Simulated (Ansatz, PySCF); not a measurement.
Gas-phase reaction (SMILES): C#CB(Cl)Cl + Cl (HCl) → ClB(Cl)Cl [trichloroborane] + C#C (C2H2) [acetylene]; hydrogen chloride cleaves one B-C bond, a model of a ligand-exchange step.

Geometries: B3LYP-D3(BJ)/def2-TZVP minima from Ansatz (a first-principles code). Cores are frozen in the correlated levels unless marked. No spin-orbit coupling. No relativistic terms. CBS(X,Y): correlation extrapolated as X^-3; Hartree-Fock from the larger set. Thermal terms are rigid-rotor harmonic-oscillator values from B3LYP-D3(BJ) frequencies (PySCF) at 298.15 K and 1 atm. 1 Eh = 627.5095 kcal/mol.

| species | E, CCSD(T)/CBS(cc-pV(T+d)Z,cc-pV(Q+d)Z) (Ansatz) (Eh) | E, PBE/def2-TZVPD (Ansatz) (Eh) | H - E (Eh) | G - E (Eh) |
|---|---|---|---|---|
| C#CB(Cl)Cl | -1021.07060 | -1021.63684 | 0.03193 | -0.00401 |
| Cl (HCl) | -460.37849 | -460.62833 | 0.01000 | -0.01120 |
| ClB(Cl)Cl | -1404.23938 | -1405.02323 | 0.01290 | -0.02001 |
| C#C (C2H2) | -77.22138 | -77.25138 | 0.03061 | 0.00785 |

Q: Work out ΔE and ΔH, ΔG, ΔS and the equilibrium constant at 298.15 K at the first level, then ΔH at the second.

A: 
1. ΔE = [(-1404.23938) + (-77.22138)] - [(-1021.07060) + (-460.37849)] = -0.01167 Eh = -7.3 kcal/mol at CCSD(T)/CBS(cc-pV(T+d)Z,cc-pV(Q+d)Z).
2. The terms H - E add up to 0.00158 Eh, so ΔH = (-0.01167 + (0.00158))×627.5095 = -6.3 kcal/mol.
3. The terms G - E add up to 0.00305 Eh, so ΔG = -5.4 kcal/mol, and ΔS = (0.00158 - (0.00305))×627509.5/298.15 = -3.1 cal/(mol K).
4. log10 K = -ΔG/(RT ln 10) = 4.0, with RT ln 10 = 1.3642 kcal/mol.
5. At PBE/def2-TZVPD the same steps give ΔE = -5.9 and ΔH = -4.9 kcal/mol, a shift of +1.4 from the first level.
6. These values are not checked against measurement here, since the tables used lack a sound gas-phase enthalpy of formation for at least one species.
